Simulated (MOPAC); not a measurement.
MOPAC input (PM7):

```
PM7 1SCF UHF MS=0.5 GEO-OK AUX(PRECISION=9) THREADS=1
CH2BCl2

C    -1.84397200 1   -0.36782100 1   -0.04621400 1
B    -0.36002500 1   -0.07181500 1   -0.00902300 1
Cl    0.80604500 1   -1.36302900 1    0.27277100 1
Cl    0.23391300 1    1.57047200 1   -0.24670700 1
H    -2.23450200 1   -1.36811000 1    0.09688300 1
H    -2.58082300 1    0.40758700 1   -0.21756600 1
```

Output:

```
 *******************************************************************************
 **                                                                           **
 **                              MOPAC v23.2.5                                **
 **                                                                           **
 *******************************************************************************
 ** MOPAC's Digital Object Identifier: https://doi.org/10.5281/zenodo.6511958 **
 **                                                                           **
 ** Please cite the open-source release paper for use of this MOPAC version:  **
 ** J. E. Moussa and J. J. P. Stewart (2026)                                  **
 ** MOPAC: An open-source semiempirical molecular orbital program             **
 ** J. Open Source Softw., 11(119), 8025, https://doi.org/10.21105/joss.08025 **
 *******************************************************************************

                              PM7 CALCULATION RESULTS

 *******************************************************************************
 *  PM7        - The PM7 Hamiltonian to be used
 *  GEO-OK     - OVERRIDE INTERATOMIC DISTANCE AND OTHER SAFETY CHECKS
 *  UHF        - UNRESTRICTED HARTREE-FOCK CALCULATION
 *  MS=        - IN MECI, MAGNETIC COMPONENT OF SPIN =  0.5
 *  1SCF       - DO 1 SCF AND THEN STOP
 *  AUX        - OUTPUT AUXILIARY INFORMATION
 *******************************************************************************
PM7 1SCF UHF MS=0.5 GEO-OK AUX(PRECISION=9) THREADS=1
 CH2BCl2

   ATOM   CHEMICAL          X               Y               Z
  NUMBER   SYMBOL      (ANGSTROMS)     (ANGSTROMS)     (ANGSTROMS)

     1       C         -1.84397200  *  -0.36782100  *  -0.04621400  *
     2       B         -0.36002500  *  -0.07181500  *  -0.00902300  *
     3      Cl          0.80604500  *  -1.36302900  *   0.27277100  *
     4      Cl          0.23391300  *   1.57047200  *  -0.24670700  *
     5       H         -2.23450200  *  -1.36811000  *   0.09688300  *
     6       H         -2.58082300  *   0.40758700  *  -0.21756600  *

          CARTESIAN COORDINATES

    NO.       ATOM           X           Y           Z

     1         C         -1.8440     -0.3678     -0.0462
     2         B         -0.3600     -0.0718     -0.0090
     3        Cl          0.8060     -1.3630      0.2728
     4        Cl          0.2339      1.5705     -0.2467
     5         H         -2.2345     -1.3681      0.0969
     6         H         -2.5808      0.4076     -0.2176

 General Reference for PM7:
 "Optimization of Parameters for Semiempirical Methods VI: More Modifications to the
 NDDO Approximations and Re-optimization of Parameters", J. J. P. Stewart, J. Mol. Mod., 1:32, 19 (2013)
 https://link.springer.com/article/10.1007/s00894-012-1667-x

           Empirical Formula: C H2 B Cl2  =     6 atoms

      MOLECULAR POINT GROUP   :   C2v

          UHF CALCULATION, NO. OF ALPHA ELECTRONS =   12
                           NO. OF BETA  ELECTRONS =   11

 -------------------------------------------------------------------------------
 PM7 1SCF UHF MS=0.5 GEO-OK AUX(PRECISION=9) THREADS=1
 CH2BCl2

     1SCF WAS SPECIFIED, SO BFGS WAS NOT USED
     SCF FIELD WAS ACHIEVED

                              PM7 CALCULATION
                                                       MOPAC v23.2.5 Linux

          FINAL HEAT OF FORMATION =        -36.06528 KCAL/MOL =    -150.89712 KJ/MOL

          COSMO AREA              =        114.87 SQUARE ANGSTROMS
          COSMO VOLUME            =        101.26 CUBIC ANGSTROMS

          IONIZATION POTENTIAL    =         10.470715 EV
          ALPHA SOMO LUMO (EV)    =        -10.471 -1.321
          BETA  SOMO LUMO (EV)    =        -11.240 -2.598
          NO. OF ALPHA ELECTRONS  =         12
          NO. OF BETA  ELECTRONS  =         11
          MOLECULAR WEIGHT        =         95.7428         POINT GROUP:  C2v

          MOLECULAR DIMENSIONS (Angstroms)

            Atom       Atom       Distance
            H     5   Cl     4     3.85310
            H     6   Cl     3     3.77422
            H     5   Cl     3     0.00000

          SCF CALCULATIONS        =          1

   ATOM   CHEMICAL          X               Y               Z
  NUMBER   SYMBOL      (ANGSTROMS)     (ANGSTROMS)     (ANGSTROMS)

     1       C         -1.84397200  *  -0.36782100  *  -0.04621400  *
     2       B         -0.36002500  *  -0.07181500  *  -0.00902300  *
     3      Cl          0.80604500  *  -1.36302900  *   0.27277100  *
     4      Cl          0.23391300  *   1.57047200  *  -0.24670700  *
     5       H         -2.23450200  *  -1.36811000  *   0.09688300  *
     6       H         -2.58082300  *   0.40758700  *  -0.21756600  *

                             CARTESIAN COORDINATES

   1    C       -1.843972000    -0.367821000    -0.046214000
   2    B       -0.360025000    -0.071815000    -0.009023000
   3   Cl        0.806045000    -1.363029000     0.272771000
   4   Cl        0.233913000     1.570472000    -0.246707000
   5    H       -2.234502000    -1.368110000     0.096883000
   6    H       -2.580823000     0.407587000    -0.217566000

           Empirical Formula: C H2 B Cl2  =     6 atoms

      MOLECULAR POINT GROUP   :   C2v

          ALPHA EIGENVALUES
 -26.05940 -25.41261 -23.92107 -15.71884 -15.67593 -14.09252 -13.21391 -12.77122
 -11.53696 -11.40464 -11.32067 -10.47072  -1.32112  -0.13108   0.57718   3.42003
   5.25695   5.51996  69.08202  69.08506  69.62730  69.79315  69.79931  69.85675
  70.25878  70.36644  70.62981  70.66841

           BETA EIGENVALUES
 -25.86951 -25.23118 -23.48111 -15.54452 -15.52377 -13.93071 -13.14793 -12.47599
 -11.39982 -11.36899 -11.23981  -2.59824  -0.14326   0.35588   0.69164   3.57390
   5.41774   5.75032  69.09215  69.10816  69.63413  69.82016  69.82527  69.86852
  70.29123  70.38380  70.65858  70.68177

              NET ATOMIC CHARGES AND DIPOLE CONTRIBUTIONS

  ATOM NO.   TYPE          CHARGE      No. of ELECS.   s-Pop       p-Pop       d-Pop
    1          C          -0.304717        4.3047     1.16756     3.13716
    2          B           0.327796        2.6722     0.71039     1.96182
    3         Cl          -0.160270        7.1603     1.98797     5.16982     0.00248
    4         Cl          -0.160270        7.1603     1.98797     5.16982     0.00248
    5          H           0.148731        0.8513     0.85127
    6          H           0.148731        0.8513     0.85127
 DIPOLE           X         Y         Z       TOTAL
 POINT-CHG.    -2.109    -0.421    -0.053     2.151
 HYBRID        -0.065    -0.013    -0.002     0.067
 SUM           -2.174    -0.434    -0.054     2.217

          ATOMIC ORBITAL ELECTRON POPULATIONS

     Atom    s        px        py        pz      x^2-y^2     xz        z^2       yz        xy
    1  C   1.16756   1.12887   1.13362   0.87467
    2  B   0.71039   0.84359   0.71697   0.40126
    3 Cl   1.98797   1.68900   1.62349   1.85734   0.00079   0.00013   0.00046   0.00023   0.00088
    4 Cl   1.98797   1.90003   1.40766   1.86214   0.00062   0.00005   0.00047   0.00028   0.00106
    5  H   0.85127
    6  H   0.85127

                    (SZ)    =    0.500000
                    (S**2)  =    0.754417

          ATOMIC ORBITAL SPIN POPULATIONS

    Atom   Total    s     px     py     pz   x^2-y^2  xz     z^2    yz     xy
         Atomic
    1  C  0.9332  0.023  0.035  0.051  0.825
    2  B  0.0414 -0.006 -0.021 -0.001  0.069
    3 Cl  0.0392  0.000  0.001 -0.000  0.038 -0.000  0.000  0.000  0.000 -0.000
    4 Cl  0.0392  0.000  0.000  0.000  0.038 -0.000  0.000  0.000  0.000  0.000
    5  H -0.0265 -0.026
    6  H -0.0265 -0.026

 **********************
 *                    *
 * JOB ENDED NORMALLY *
 *                    *
 **********************

 == MOPAC DONE ==
```

The geometry given is a B3LYP-D3(BJ)/def2-TZVP minimum.
